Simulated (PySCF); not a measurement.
**Spinor energies of Te(3+) (tellurium, charge +3)**

Start: [Kr] 4d10 5s2 5p1; 5p3/2 filled at m_j = +3/2. Calculated with PySCF 2.14 in x2c-TZVPall-2c (8s9p5d2f, 74 functions): generalised Hartree-Fock with the X2C-1e Hamiltonian and a Gaussian nucleus; one run each with spin-orbit coupling (SO) screened by Boettger's factors, then bare. This is a chosen level, not necessarily the ground level.

```csv
spinor shell,electrons,"ε, screened SO (eV)","ε, bare SO (eV)",weight of nominal j (bare SO),"rms radius, bare SO (bohr)"
1s1/2,2,-32001.1,-32000.9,1.000,0.0318
2s1/2,2,-5030.9,-5030.9,1.000,0.130
2p1/2,2,-4703.9,-4712.3,1.000,0.112
2p3/2,4,-4426.9,-4423.5,1.000,0.117
3s1/2,2,-1067.8,-1067.8,1.000,0.343
3p1/2,2,-931.95,-933.53,1.000,0.335
3p3/2,4,-878.72,-878.08,1.000,0.347
3d3/2,4,-641.31,-642.88,1.000,0.319
3d5/2,6,-630.41,-629.38,1.000,0.323
4s1/2,2,-224.28,-224.28,1.000,0.814
4p1/2,2,-175.14,-175.46,1.000,0.858
4p3/2,4,-165.04,-164.91,1.000,0.887
4d3/2,4,-84.845,-85.079,0.996,1.03
4d5/2,6,-83.284,-83.137,0.997,1.05
5s1/2,2,-46.539,-46.541,1.000,2.07
5p3/2,1,-35.895,-35.883,1.000,2.42
```

```csv
quantity,screened SO,bare SO
E (hartree),-6789.88045,-6790.04570
M_J,3/2,3/2
⟨J²⟩,3.757,3.757
⟨L²⟩,2.025,2.027
⟨S²⟩,0.772,0.774
```

Each row is a mean over spinors that exchange with the open shell spreads, by up to 2.593 eV (5s1/2).

Breit and QED terms are absent; they matter most for the inner s and p1/2 levels.

Densities and radii are taken from the X2C orbitals without a picture-change correction, which distorts them close to the nucleus.
